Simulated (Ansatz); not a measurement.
CH$_{4}$O$_{3}$Si (`O=C(O)O[SiH3]`), relaxed with RKS PBE-D4/def2-SVP in Ansatz from a rough embedded geometry. The force threshold is 0.03 eV/Å; the program also tests the step.

The species carries charge 0 and has multiplicity 1.

Start:

```xyz
9

O     0.282    0.626    1.665
C    -0.293    0.882    0.570
O    -0.984    2.001    0.428
O    -0.360    0.284   -0.571
Si    0.428   -1.233   -0.801
H    -0.917    2.446    1.318
H     1.868   -1.067   -0.598
H     0.155   -1.683   -2.179
H    -0.178   -2.255    0.167
```

Task: By how much does the energy fall, and how many steps does the optimiser take? (An estimate is asked.)

Result: Ansatz gave: 34.41 kJ/mol, in 7 steps.

Task: Which bonds change most? (Best estimate.)

Result: The calculation gave: C2–O4 from 1.290 to 1.341 Å; O1–C2 from 1.263 to 1.220 Å; Si5–H9 from 1.532 to 1.497 Å; Si5–H7 from 1.464 to 1.497 Å.

Task: Give the relaxed structure. (An estimate is asked.)

Result: Computed: 
```xyz
9

O     0.285    0.477    1.498
C    -0.319    0.902    0.527
O    -0.998    2.062    0.482
O    -0.400    0.276   -0.656
Si    0.431   -1.243   -0.751
H    -0.895    2.459    1.371
H     1.899   -1.047   -0.535
H     0.153   -1.668   -2.159
H    -0.155   -2.218    0.223
```
